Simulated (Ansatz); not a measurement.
Reaction (formal exchange of groups at the Sn–C bond): `CC1=C[CH]1[SnH3]` + `CF` → `[F][SnH3]` + `CC1=CC1C`

Gas-phase electronic energies from Ansatz, PBE0-D4/def2-TZVP geometries. CBS: MP2 limit from def2 TZ/QZ plus the TZ coupled-cluster correction, frozen cores. This one scheme is used for every species. Functionals use def2-TZVPP. B3LYP here is the variant with VWN-RPA as its local correlation; programs differ in this. Elements past krypton have def2 core potentials. For Sn outer-core shells are correlated without core-valence functions, which leaves a few kJ/mol of doubt a bond.

`CC1=C[CH]1[SnH3]`:

Z-matrix (Å, degrees):
```
C
C 1 1.464
H 1 1.095 2 110.1
H 1 1.091 2 111.7 3 121.0
H 1 1.094 2 110.4 3 -117.6
C 2 1.288 1 152.7 3 -120.1
C 2 1.505 1 142.6 3 56.9
H 6 1.077 2 150.6 1 -0.1
Sn 7 2.148 2 121.6 1 -71.1
H 7 1.094 2 117.6 1 77.0
H 9 1.713 7 111.7 2 -141.8
H 9 1.714 7 112.0 2 97.5
H 9 1.714 7 108.2 2 -22.4
```

`CF`:

```xyz
5

C     0.039    0.007   -0.047
F    -0.833   -0.156    1.006
H     0.980    0.414    0.329
H    -0.401    0.697   -0.771
H     0.216   -0.962   -0.518
```

`[F][SnH3]`:

```xyz
5

F     0.364   -1.272   -1.221
Sn   -0.025    0.089    0.085
H     1.161    1.281   -0.166
H     0.105   -0.702    1.585
H    -1.604    0.604   -0.283
```

`CC1=CC1C`:

Cartesian coordinates in Å:
```
C -1.965 -0.242 0.253
C -0.681 0.422 0.001
C 0.114 1.434 0.100
C 0.674 0.241 -0.611
C 1.720 -0.647 0.021
H -1.813 -1.163 0.824
H -2.652 0.402 0.805
H -2.436 -0.531 -0.692
H 0.306 2.437 0.444
H 0.750 0.284 -1.702
H 1.599 -0.675 1.107
H 2.731 -0.287 -0.195
H 1.653 -1.674 -0.353
```

```csv
level,ΔE (kJ/mol)
r2SCAN-D4,-141.4
B3LYP-D4,-135.8
PBE,-135.9
HF/def2-TZVPP,-145.1
MP2/def2-TZVPP,-135.0
CCSD/def2-TZVPP,-134.0
CCSD(T)/def2-TZVPP,-132.0
SCS-MP2/def2-QZVPP,-140.5
```

What does CCSD(T)/CBS give? (An estimate is asked.)

Ansatz gave: -137.8 kJ/mol. The listed levels differ from it by -3.6, 2.0, 1.9, -7.3, 2.8, 3.8, 5.8, -2.7 kJ/mol.

Largest T1 diagnostic among the species: 0.014.

The D4 term adds +4.2 kJ/mol with B3LYP and +2.4 kJ/mol with PBE0; it sums over pairs of atoms, weighted by their polarisabilities, and B3LYP, whose exchange is more repulsive, gets the larger term. In def2-TZVPP, CCSD(T) changes the Hartree–Fock value by +13.1 kJ/mol (the triples alone add +2.0 kJ/mol) and MP2 by +10.1 kJ/mol.
